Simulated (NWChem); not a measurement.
System meant: GaH2OBr; SMILES [OH][GaH][Br]

NWChem input:

```
start job
memory heap 200 mb stack 900 mb global 1100 mb
geometry units angstroms noautoz
  Ga    -0.283854     0.882021     0.000000
  H     -1.697103     1.527563     0.000000
  Br     0.012559    -1.376124     0.000000
  O      1.247087     1.780960     0.000000
  H      1.148216     2.739076     0.000000
end
basis spherical
  * library def2-svp
end
dft
  odft
  mult 2
  xc b3lyp
  iterations 150
  mulliken
end
task dft energy
```

End of the output:

```
                                 NWChem DFT Module
                                 -----------------

 Summary of "ao basis" -> "ao basis" (spherical)
 ------------------------------------------------------------------------------
       Tag                 Description            Shells   Functions and Types
 ---------------- ------------------------------  ------  ---------------------
 Ga                         def2-svp                12       32   5s4p3d
 H                          def2-svp                 3        5   2s1p
 Br                         def2-svp                12       32   5s4p3d
 O                          def2-svp                 6       14   3s2p1d

 Summary of "ao basis" -> "ao basis" (spherical)
 ------------------------------------------------------------------------------
       Tag                 Description            Shells   Functions and Types
 ---------------- ------------------------------  ------  ---------------------
 Ga                         def2-svp                12       32   5s4p3d
 H                          def2-svp                 3        5   2s1p
 Br                         def2-svp                12       32   5s4p3d
 O                          def2-svp                 6       14   3s2p1d

      Symmetry analysis of basis
      --------------------------

        a'         62
        a"         26

  number of electrons :                   76
  multiplicity        :                    2
 ------------------------------------------------------------------------
  no. of electrons and multiplicity not compatible                  76
 ------------------------------------------------------------------------
 ------------------------------------------------------------------------
  current input line :
    20: task dft energy
 ------------------------------------------------------------------------
 ------------------------------------------------------------------------
 There is an error in the input file
 ------------------------------------------------------------------------
 For more information see the NWChem manual at https://nwchemgit.github.io

0: no. of electrons and multiplicity not compatible:Received an Error in Communication
```

Question: What is wrong, and how is it mended?

Answer: The input was rejected before any calculation. Cause: the multiplicity doesn't fit the number of electrons (an even count wants an odd multiplicity, and the reverse). This input runs:
```
start job
memory heap 200 mb stack 900 mb global 1100 mb
geometry units angstroms noautoz
  Ga    -0.283854     0.882021     0.000000
  H     -1.697103     1.527563     0.000000
  Br     0.012559    -1.376124     0.000000
  O      1.247087     1.780960     0.000000
  H      1.148216     2.739076     0.000000
end
basis spherical
  Ga library def2-svp
  H library def2-svp
  Br library def2-svp
  O library def2-svp
end
dft
  xc b3lyp
  iterations 150
  mulliken
end
task dft energy
```
It converges to -4574.97178 Ha (B3LYP/def2-SVP).
